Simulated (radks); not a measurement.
Values are calculated unless marked as measured or tabulated.
Q: All-electron atom: Eu I in [Xe] 4f5 5d2 6s2 (not the ground configuration). Level of theory: Dirac Kohn-Sham, LDA (Slater exchange, Perdew-Wang correlation), spin-unpolarised, spherical densities, finite nucleus; open shells fill j = l - 1/2 first; Fermi nuclear charge, rms radius 5.1115 fm (a radial shooting solver on a logarithmic mesh with Libxc functionals). Some entries of the table are withheld. Estimate them.

| orbital | occ. | eigenvalue (eV) | <1/r> (bohr^-1) | r(max) (bohr) |
|---|---|---|---|---|
| 1s1/2 | 2 | (1) | 70.16 | 0.01421 |
| 2s1/2 | 2 | -7937.575 | 16.71 | 0.08079 |
| 2p1/2 | 2 | -7534.584 | 16.69 | 0.06108 |
| 2p3/2 | 4 | -6887.458 | 14.82 | 0.06682 |
| 3s1/2 | 2 | -1759.015 | 6.077 | (2) |
| 3p1/2 | 2 | -1584.427 | 5.997 | 0.2164 |
| 3p3/2 | 4 | -1452.632 | 5.522 | 0.2286 |
| 3d3/2 | 4 | -1149.034 | 5.400 | 0.1817 |
| 3d5/2 | 6 | -1120.343 | 5.282 | 0.1852 |
| 4s1/2 | 2 | -360.4710 | 2.549 | 0.5273 |
| 4p1/2 | 2 | -292.9087 | 2.445 | 0.5319 |
| 4p3/2 | 4 | -263.3583 | 2.284 | 0.5579 |
| 4d3/2 | 4 | -151.6898 | 2.071 | 0.5664 |
| 4d5/2 | 6 | -146.3351 | 2.031 | 0.5749 |
| 5s1/2 | 2 | -51.6038 | 1.003 | 1.207 |
| 5p1/2 | 2 | (3) | 0.8914 | 1.308 |
| 5p3/2 | 4 | (4) | 0.8323 | 1.381 |
| 4f5/2 | 5 | -15.1301 | 1.541 | (5) |
| 4f7/2 | 0 | -14.4026 | 1.525 | (6) |
| 6s1/2 | 2 | -4.4541 | 0.3273 | 3.280 |
| 5d3/2 | 2 | -3.9390 | (7) | 1.860 |
| 5d5/2 | 0 | -3.6089 | (8) | 1.904 |

A: 
(1) 1s1/2 eigenvalue (eV): -48279.86
(2) 3s1/2 r(max) (bohr): 0.2294
(3) 5p1/2 eigenvalue (eV): -32.4041
(4) 5p3/2 eigenvalue (eV): -28.0051
(5) 4f5/2 r(max) (bohr): 0.5743
(6) 4f7/2 r(max) (bohr): 0.5788
(7) 5d3/2 <1/r> (bohr^-1): 0.5270
(8) 5d5/2 <1/r> (bohr^-1): 0.5112
